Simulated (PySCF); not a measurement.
**`CSC[P@@](C)(=O)c1ccoc1`, C7H11O2PS**

Molfile (atoms numbered from 1):
```
C7H11O2PS
     RDKit          3D

 22 22  0  0  0  0  0  0  0  0999 V2000
    3.5314    0.6550   -0.0002 C   0  0  0  0  0  0  0  0  0  0  0  0
    2.7940   -0.9391    0.4453 S   0  0  0  0  0  0  0  0  0  0  0  0
    1.2214   -0.8211   -0.4571 C   0  0  0  0  0  0  0  0  0  0  0  0
    0.0754    0.3275    0.4293 P   0  0  1  0  0  5  0  0  0  0  0  0
   -0.0782   -0.3759    2.1079 C   0  0  0  0  0  0  0  0  0  0  0  0
    0.5034    1.7307    0.4013 O   0  0  0  0  0  0  0  0  0  0  0  0
   -1.5139    0.0517   -0.3787 C   0  0  0  0  0  0  0  0  0  0  0  0
   -2.2427    1.0458   -1.0883 C   0  0  0  0  0  0  0  0  0  0  0  0
   -3.3654    0.4306   -1.5403 C   0  0  0  0  0  0  0  0  0  0  0  0
   -3.3825   -0.8613   -1.1655 O   0  0  0  0  0  0  0  0  0  0  0  0
   -2.2655   -1.0870   -0.4668 C   0  0  0  0  0  0  0  0  0  0  0  0
    4.4503    0.7385    0.5706 H   0  0  0  0  0  0  0  0  0  0  0  0
    2.8467    1.4539    0.2622 H   0  0  0  0  0  0  0  0  0  0  0  0
    3.7486    0.6602   -1.0650 H   0  0  0  0  0  0  0  0  0  0  0  0
    0.8059   -1.8258   -0.5021 H   0  0  0  0  0  0  0  0  0  0  0  0
    1.4162   -0.4562   -1.4667 H   0  0  0  0  0  0  0  0  0  0  0  0
   -0.7637    0.2573    2.6680 H   0  0  0  0  0  0  0  0  0  0  0  0
   -0.4417   -1.3984    2.0881 H   0  0  0  0  0  0  0  0  0  0  0  0
    0.9041   -0.3388    2.5773 H   0  0  0  0  0  0  0  0  0  0  0  0
   -1.9436    2.0647   -1.2201 H   0  0  0  0  0  0  0  0  0  0  0  0
   -4.1979    0.7843   -2.1155 H   0  0  0  0  0  0  0  0  0  0  0  0
   -2.1128   -2.0774   -0.0846 H   0  0  0  0  0  0  0  0  0  0  0  0
  1  2  1  0
  2  3  1  0
  4  3  1  6
  4  5  1  0
  4  6  2  0
  4  7  1  0
  7  8  1  0
  8  9  2  0
  9 10  1  0
 10 11  1  0
 11  7  2  0
  1 12  1  0
  1 13  1  0
  1 14  1  0
  3 15  1  0
  3 16  1  0
  5 17  1  0
  5 18  1  0
  5 19  1  0
  8 20  1  0
  9 21  1  0
 11 22  1  0
M  END
```

Computed with PySCF, GIAO HF/pcSseg-1 magnetisability, rotational g tensor and spin-rotation constants, non-relativistic, gas phase. Geometry: GFN2-xTB.

(1) What are the magnetisability and the molar susceptibility?

(2) Split it along the inertial axes a, b, c into diamagnetic and paramagnetic parts about the centre of mass, with the quadrupole moment.

(3) And the rotational g tensor?

## Answers

(1) Isotropic -2015 × 10⁻³⁰ J/T², or -121.4 × 10⁻⁶ cm³/mol; principal values -2361, -1881, -1803 × 10⁻³⁰ J/T², anisotropy 523 × 10⁻³⁰ J/T² (root of half the summed squared differences of the principal values). The susceptibility is in cgs units.

(2) 
```csv
axis,χ (10⁻⁶ cm³/mol),diamagnetic (10⁻⁶ cm³/mol),paramagnetic (10⁻⁶ cm³/mol),summed x² of all electrons (Å²),quadrupole Θ (D Å)
a,-112.2,-803.4,691.2,562.0,+3.56
b,-113.6,-2746.0,2632.4,104.1,-6.22
c,-138.3,-2826.0,2687.7,85.3,+2.66
```
Anisotropies 2χaa − χbb − χcc = +27.5 and 2χbb − χaa − χcc = +23.2 × 10⁻⁶ cm³/mol. Θ is traceless in Buckingham's convention.

(3) 
```csv
axis,rotational constant (GHz),g,nuclear part,electronic part
a,1.9064,-0.0306,0.5885,-0.6191
b,0.4473,-0.0057,0.5475,-0.5532
c,0.4314,-0.0015,0.5432,-0.5447
```
Asymmetric top; isotopes 12C, 1H, 16O, 31P, 32S; no vibrational averaging.
